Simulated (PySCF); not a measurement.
Species: C₅H₅NO.
SMILES: `C=CO/C=C\C#N`

The closed-shell SCF was solved with PySCF and density fitting under several settings on one GFN2-xTB geometry (grid level 2 and gas phase unless stated).

```csv
settings,basis functions,SCF cycles,E (Eh),HOMO (eV),LUMO (eV),dipole (D)
PBE0/pcSseg-1,144,14,-323.0248,-7.17,-1.43,3.38
PBE0/def2-SVPD,183,14,-322.8372,-7.20,-1.49,3.47
HCTH407/aug-cc-pVDZ,206,17,-323.4318,-6.24,-2.48,3.46
"PBE0/def2-SVPD, damping 0.1 at the start, DIIS from the seventh cycle",183,27,-322.8372,-7.20,-1.49,3.47
"HCTH407/pcSseg-1, IEF-PCM dimethylsulfoxide, grid level 4, fitting basis def2-qzvpp-jkfit",144,12,-323.3632,-6.06,-2.28,4.42
"KT3/MINI, grid level 4, fitting basis def2-qzvpp-jkfit",40,11,-325.7583,-8.16,-4.32,2.82
```

**Question.** Estimate the rows for these settings: (1) HCTH407/cc-pVDZ; (2) CAM-B3LYP/cc-pVDZ, start guess sap.

**Answer.** 
```csv
settings,basis functions,SCF cycles,E (Eh),HOMO (eV),LUMO (eV),dipole (D)
HCTH407/cc-pVDZ,123,16,-323.4109,-6.01,-2.19,3.19
"CAM-B3LYP/cc-pVDZ, start guess sap",123,16,-323.2928,-8.16,-0.03,3.23
```

**Question.** Over all rows, what range does the HOMO–LUMO gap span?

**Answer.** From 3.76 eV (HCTH407/aug-cc-pVDZ) to 8.13 eV (CAM-B3LYP/cc-pVDZ, start guess sap). The functional of the narrowest has no exact exchange, that of the widest range-separated exact exchange.

**Question.** And the dipole moment?

**Answer.** From 2.82 D (KT3/MINI, grid level 4, fitting basis def2-qzvpp-jkfit) to 4.42 D (HCTH407/pcSseg-1, IEF-PCM dimethylsulfoxide, grid level 4, fitting basis def2-qzvpp-jkfit); the largest is 1.57 times the smallest, and the median is 3.42 D.

**Question.** Compare two rows with the functional PBE0: PBE0/pcSseg-1 and PBE0/def2-SVPD. Which energy is lower, and by how much?

**Answer.** PBE0/pcSseg-1 (144 functions) lies 0.1876 Eh or 118 kcal/mol below PBE0/def2-SVPD (183 functions). The smaller set gives the lower energy; the two sets aren't nested, so the variational bound doesn't order them by size.

Cycle counts include a coarse-grid stage where the run had one. KT3 was designed for NMR shieldings or shifts; total energies of different functionals aren't comparable. The structure is a single GFN2-xTB conformer; no vibrational corrections.

Shape of the structure used: `[CH2:1]=[CH:2][O:3]/[CH:4]=[CH:5]\[C:6]#[N:7]`: C1–C2–O3–C4 -179°, C2–O3–C4–C5 0°.
